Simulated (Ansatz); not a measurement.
Ga3O8H7, a hydroxylated oxide cluster, relaxed as a singlet with RKS PBE-D4/def2-SVP in Ansatz, starting from the GFN2-xTB geometry. Force threshold 0.03 eV/Å.

Start:

| atom | x (Å) | y (Å) | z (Å) |
| --- | --- | --- | --- |
| Ga1 | 0.933 | -1.091 | 1.146 |
| Ga2 | -0.339 | 1.343 | 0.635 |
| Ga3 | -0.768 | -0.294 | -1.571 |
| O4 | 0.680 | -1.472 | 2.819 |
| O5 | -2.350 | -0.403 | -2.268 |
| O6 | 0.572 | -0.977 | -2.457 |
| O7 | -0.629 | -0.467 | 0.280 |
| O8 | -1.402 | 2.366 | 1.519 |
| O9 | 2.043 | -1.957 | 0.145 |
| O10 | 1.328 | 0.929 | 1.303 |
| O11 | -0.319 | 1.681 | -1.176 |
| H12 | 0.847 | -2.363 | 3.119 |
| H13 | -3.118 | -0.117 | -1.774 |
| H14 | 0.355 | -1.340 | -3.314 |
| H15 | -1.732 | 2.084 | 2.372 |
| H16 | 1.982 | -1.769 | -0.797 |
| H17 | 2.032 | 1.408 | 1.746 |
| H18 | -0.115 | 2.439 | -1.728 |

```csv
step,energy (eV),largest force component (eV/Å),SCF passes
1,-173560.1973,1.671,20
2,-173560.6706,0.895,20
3,-173560.8383,0.295,20
4,-173560.8557,0.603,27
5,-173560.8956,0.831,21
6,-173560.9177,0.319,27
7,-173560.9287,0.251,20
8,-173560.9366,0.079,20
9,-173560.9409,0.285,20
10,-173560.9451,0.087,21
11,-173560.9486,0.139,19
12 (rejected),-173560.9467,0.186,20
13,-173560.9519,0.097,20
14,-173560.9523,0.059,21
15,-173560.9531,0.029,21
```

Force components are those of the run's own axes.

End:

Cartesian coordinates in Å:
```
Ga 0.9728 -1.1070 1.0994
Ga -0.3229 1.4458 0.6760
Ga -0.7103 -0.2154 -1.6150
O 0.7525 -1.5088 2.8481
O -2.2990 -0.3431 -2.4658
O 0.7704 -0.9750 -2.3561
O -0.6549 -0.3897 0.2867
O -1.2677 2.7123 1.5252
O 1.9737 -2.0376 -0.0580
O 1.3930 0.8786 1.2834
O -0.2580 1.7067 -1.2177
H 0.8998 -2.4585 3.0071
H -3.0185 -0.5166 -1.8302
H 0.5460 -1.5051 -3.1427
H -1.4987 2.4579 2.4378
H 1.7103 -1.7612 -0.9738
H 1.7467 1.1764 2.1421
H -0.7353 2.4403 -1.6465
```

By distances, no bond broke or formed. The bond that changes most is Ga3–O6, from 1.74 to 1.82 Å (atoms count from 1).

No frequencies were taken in this run, so the end may be a saddle point.

Hardware: 4 threads of Arm Neoverse V1 on a shared host. Wall time 68 s.
